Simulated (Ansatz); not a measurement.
The inner images of a band of BrH + ClFGeH2 (7 atoms, charge 0, multiplicity 1) are given out of order.

Theory: Ansatz, RKS B3LYP/def2-SVP.

First end point:

```xyz
7
Properties=species:S:1:pos:R:3
Ge 0.380 0.061 -0.110
Cl 0.235 0.376 2.038
H 1.813 -0.378 -0.426
F 0.138 1.617 -0.850
H -0.775 -0.846 -0.542
Br -3.584 -0.569 1.715
H -2.284 -0.142 2.141
```

Last end point:

```xyz
7
Properties=species:S:1:pos:R:3
Ge -0.346 0.266 -0.354
Cl -0.182 -1.144 3.025
H 0.777 0.972 0.408
F -0.369 0.937 -1.962
H -0.292 -1.256 -0.507
Br -2.389 0.851 0.610
H -1.276 -0.508 2.746
```

Question: Put them in order from the first end to the last, with their energies above the first end.
A.
```xyz
7
Properties=species:S:1:pos:R:3
Ge -0.111 -0.015 -0.014
Cl -0.026 -0.649 2.396
H 1.297 0.562 0.161
F -0.678 1.045 -1.294
H -0.418 -1.430 -0.499
Br -2.547 0.651 1.070
H -1.595 -0.045 2.146
```
B.
```xyz
7
Properties=species:S:1:pos:R:3
Ge 0.417 -0.038 -0.100
Cl 0.279 0.046 2.070
H 1.903 -0.031 -0.475
F -0.275 1.441 -0.695
H -0.448 -1.196 -0.604
Br -3.652 -0.136 1.663
H -2.301 0.034 2.108
```
C.
```xyz
7
Properties=species:S:1:pos:R:3
Ge -0.302 0.131 -0.181
Cl -0.154 -0.802 2.731
H 1.016 0.689 0.378
F -0.538 1.041 -1.643
H -0.363 -1.367 -0.504
Br -2.413 0.703 0.805
H -1.323 -0.276 2.381
```
D.
```xyz
7
Properties=species:S:1:pos:R:3
Ge 0.391 -0.161 -0.074
Cl 0.253 -0.295 2.096
H 1.828 0.245 -0.411
F -0.640 1.144 -0.575
H -0.169 -1.453 -0.676
Br -3.537 0.415 1.557
H -2.204 0.224 2.049
```
E.
```xyz
7
Properties=species:S:1:pos:R:3
Ge 0.166 -0.151 -0.032
Cl 0.141 -0.475 2.179
H 1.580 0.390 -0.145
F -0.744 1.062 -0.891
H -0.343 -1.482 -0.581
Br -2.971 0.664 1.312
H -1.907 0.111 2.122
```

Answer: B (+0.1 kcal/mol), D (+0.7 kcal/mol), E (+11.0 kcal/mol), A (+29.5 kcal/mol), C (+6.4 kcal/mol).

Time of the run: 2.5 min on 2 threads of Intel(R) Xeon(R) 6975P-C (Granite Rapids) (shared host), peak memory 0.31 GiB.
